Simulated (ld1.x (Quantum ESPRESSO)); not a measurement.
What one change does to a pseudopotential (Mn, TM semilocal)

```json
{"Element": "manganese", "Generator": "ld1.x (Quantum ESPRESSO) 7.5", "Type": "norm-conserving Troullier–Martins (semilocal form)", "Functional": "LDA (PZ)", "Relativity": "non-relativistic", "Frozen core": "[Ar]", "Valence charge": "7", "Reference configuration": "3d5 4s2 4p0", "Partial waves": "4s (bound): rc 2.65 bohr; 3d (bound): rc 1.40 bohr; 4p (bound, empty): rc 2.30 bohr", "Local potential": "the p channel", "Core correction": "a·sin(br)/r model core, default radius (core density twice the valence density)"}
```

Change: all radii but the core radius scaled by about 1.16 (s 3.06, p 2.66, d 1.62 bohr).

Cutoffs: the cutoffs (Ry, on a coarse ladder) from which the occupation-weighted sum of valence levels, in a spherical-Bessel basis at the reference potential, stays within 10 and 1 mRy of its value at 400 Ry; they do not see the model core or the augmentation charge, which bear on the density cutoff. Errors are all-electron minus pseudo energies relative to the spin-unpolarised reference configuration.

How do hardness, ghosts and transferability respond?

The potential gets softer (110 Ry and 140 Ry → 90 Ry and 140 Ry); of the 9 tests that both files solve, the error grows in 4 and shrinks in 3 by more than 15 % and 0.3 meV (median size 41.9 → 50.7 meV); neither file shows a bound ghost. A larger radius leaves more room for a smooth pseudo-wave, so fewer plane waves are needed. A semilocal file is local in each channel, so a ghost entry of none says nothing of the separable form that plane-wave codes build from it.

| quantity | base | changed |
| --- | --- | --- |
| cutoff, loose | 110 Ry | 90 Ry |
| cutoff, tight | 140 Ry | 140 Ry |
| loose cutoff by channel (10 mRy a level) | s 6 Ry, d 100 Ry | s 6 Ry, d 80 Ry |
| bound ghosts | none | none |
| error for 3d5 4s1 4p0, meV [ΔE 8.54 eV] | -4.9 | -3.5 |
| error for 3d5 4s0 4p0, meV [ΔE 24.23 eV] | -42 | -51 |
| error for 3d4 4s0 4p0, meV [ΔE 57.24 eV] | -260 | -398 |
| error for 3d5.5 4s1.5 4p0, meV [ΔE -0.65 eV] | -38 | -28 |
| error for 3d4 4s2 4p0, meV [ΔE 13.74 eV] | -196 | -106 |
| error for 3d5 4s1 4p1, meV [ΔE 3.82 eV] | -1.5 | -3.3 |
| error for 3d5 4s0 4p2, meV [ΔE 7.85 eV] | -6.0 | -17 |
| error for 3d5 4s2 4p0 (spin-polarised), meV [ΔE -5.09 eV] | +883 | +812 |
| error for 3d5 4s1 4p0 (spin-polarised), meV [ΔE 2.42 eV] | +889 | +837 |
